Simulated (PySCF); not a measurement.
Species: C6H7NO.
Structure used (GFN2-xTB), in Å, numbered top down from 1:
```
atom  x, y, z in Å
O1     2.8131    0.2708    0.5917
C2     1.8453   -0.7394    0.5883
C3     0.4895   -0.2414    0.1655
C4    -0.6168   -1.0836    0.0919
C5    -1.8270   -0.5473   -0.3070
C6    -1.8960    0.8045   -0.6165
C7    -0.7396    1.5572   -0.5121
N8     0.4206    1.0487   -0.1321
H9     2.3572    1.0821    0.3120
H10    2.1615   -1.5428   -0.0946
H11    1.7698   -1.1736    1.5972
H12   -0.5221   -2.1291    0.3421
H13   -2.7064   -1.1706   -0.3772
H14   -2.8230    1.2577   -0.9294
H15   -0.7308    2.6148   -0.7414
```

NICS = −σ at a ghost point: NICS(0) at the centroid of the ring atoms, NICS(1) 1 Å to either side along the normal of their mean plane, zz for the tensor component along that normal. Level: GIAO PBE0/pcSseg-1 (PySCF, non-relativistic, gas phase) on the GFN2-xTB geometry, one conformer.

Ring bond lengths (Å), with Mayer bond orders in brackets: C3–C4 1.392 (1.32), C4–C5 1.382 (1.46), C5–C6 1.388 (1.41), C6–C7 1.384 (1.42), C7–N8 1.323 (1.47), N8–C3 1.326 (1.43).

Q: What do the NICS probes read (ppm)?

A: 
| ring | type | NICS(0) | NICS(1), two faces | NICS(1)zz, two faces | rms pucker (Å) | centre to ring atoms, mean (Å) |
| --- | --- | --- | --- | --- | --- | --- |
| C3–C4–C5–C6–C7–N8 | 6-membered ring with N; formal bonds all aromatic | -7.0 | -11.0 / -11.1 | -28.0 / -28.1 | 0.00 | 1.37 |

Q: What can be read from them?

A: 
- C3–C4–C5–C6–C7–N8: mean NICS(1)zz -28.0 ppm, shielded. The ring is flat and has no four-coordinate atom; by the NICS criterion it is aromatic.

Q: How equal are the bonds by HOMA? HOMA = 1 − mean of α(R − Ropt)² over the ring bonds, with Krygowski's 1993 parameters (CC: Ropt 1.388 Å, α 257.7 Å⁻²; CN: Ropt 1.334 Å, α 93.52 Å⁻²).

A: 
- C3–C4–C5–C6–C7–N8: HOMA 0.99; the largest term is that of C7–N8, α(R − Ropt)² = 0.01. The geometric and the magnetic index point the same way.

Q: At the first NICS(1) probe listed for ring C3–C4–C5–C6–C7–N8, 1 Å off the ring, how large is the induced field along the normal in 11.7 T applied along it?

A: NICSzz × B0 = -28.0 ppm × 11.7 T = -328 μT, against the applied field.

Q: How shielded are the nuclei of the rings and their hydrogens (means over atoms taken as equivalent)?

A: 
```
atoms                          environment  σ isotropic (ppm)  principal values of the symmetric part, first atom (ppm)
   C3          substituted aromatic carbon               20.5                                       -77.2, -10.4, 149.3
   C4                   aromatic CH carbon               61.3                                        -45.4, 54.5, 174.9
   C5                   aromatic CH carbon               44.4                                        -70.5, 21.7, 181.9
   C6                   aromatic CH carbon               60.4                                        -50.4, 54.1, 177.6
   C7  aromatic CH next to a ring nitrogen               32.9                                        -74.8, 25.6, 148.1
   N8               pyridine-type nitrogen              -58.9                                     -326.9, -157.2, 307.4
  H12                    aromatic hydrogen              24.38                                          21.0, 23.3, 28.8
  H13                    aromatic hydrogen              23.75                                          20.6, 23.9, 26.8
  H14                    aromatic hydrogen              24.35                                          21.7, 24.2, 27.2
  H15                    aromatic hydrogen              22.85                                          18.5, 23.4, 26.6
```

On one thread, x86-64 server, no GPU, shared host, this took 17 s of wall time. This is the whole shielding run at PBE0/pcSseg-1, SCF included.
